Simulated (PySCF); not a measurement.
Ge(F)4 anion (F₄Ge), SMILES [F][Ge]([F])([F])[F] (connectivity only; charge and spin as stated), charge -1, multiplicity 2. Atoms are numbered in the order given.

```xyz
5

F      1.3845     0.0000     0.9181
Ge     0.0000     0.0000    -0.2271
F      0.0000    -1.8563    -0.5144
F      0.0000     1.8563    -0.5144
F     -1.3845     0.0000     0.9181
```
Charge -1, spin multiplicity 2.

Coordinates come from a B3LYP-D3(BJ)/def2-SVPD optimisation. The spin state was assumed, not searched. The isomer is the one that the SMILES or the coordinates give; other isomers of the formula were not compared.

Level of theory: r2SCAN/def2-SVPD run with PySCF.

Gas-phase values at a fixed geometry.

Computed frontier levels, dipole moment and polarisability:
| Item | Value |
|---|---|
| α spin, highest occupied and lowest empty level | -0.58 and 4.46 eV |
| β spin, highest occupied and lowest empty level | -3.97 and 1.25 eV |
| dipole moment about the centre of nuclear charge | 1.03 D |
| mean static polarisability | 44.1 bohr³ (6.54 Å³) |
| polarisability, principal values | 40.4, 43.0, 49.0 bohr³ |
| ⟨S²⟩ | 0.753 (pure state 0.75) |
